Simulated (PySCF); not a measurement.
Excitation energy of Zn by level of theory

Zn [Ar] 3d10 4s2 (1S) → Zn [Ar] 3d9 4s2 4p1 (high-spin determinant), as a difference of total energies. Calculation: PySCF 2.14, in def2-TZVPPD (6s6p4d2f1g, 67 functions); the non-relativistic Hamiltonian (point nucleus). Correlated levels: valence: [Ar] frozen; valence and next inner shell: [Ne] frozen. The calculations carry no spin-orbit coupling.

| method | excitation energy (eV) |
| --- | --- |
| UHF | 9.441 |
| LDA | 12.483 |
| PBE | 11.924 |
| PBE0 | 11.419 |
| r2SCAN | 11.467 |
| wB97M-V | 11.455 |
| TPSS | 11.658 |
| wB97X | 11.673 |
| BP86 | 11.958 |
| MP2 (valence) | 12.088 |
| SCS-MP2 (valence) | 11.781 |
| MP2 (valence and next inner shell) | 12.541 |
| SCS-MP2 (valence and next inner shell) | 12.141 |

Q: How much does correlation contribute at MP2 (valence and next inner shell)?

A: 12.541 − (9.441) = 3.100 eV, measured against UHF.

A first-order spin-orbit estimate (lowest level to lowest level, LS coupling) adds -0.110 eV.

The upper state lies above the first ionisation limit, where it may autoionise and the basis confines it.

The determinant of the upper state mixes LS terms, which raises its energy above the lowest term, most at the Hartree-Fock and MP2 levels.
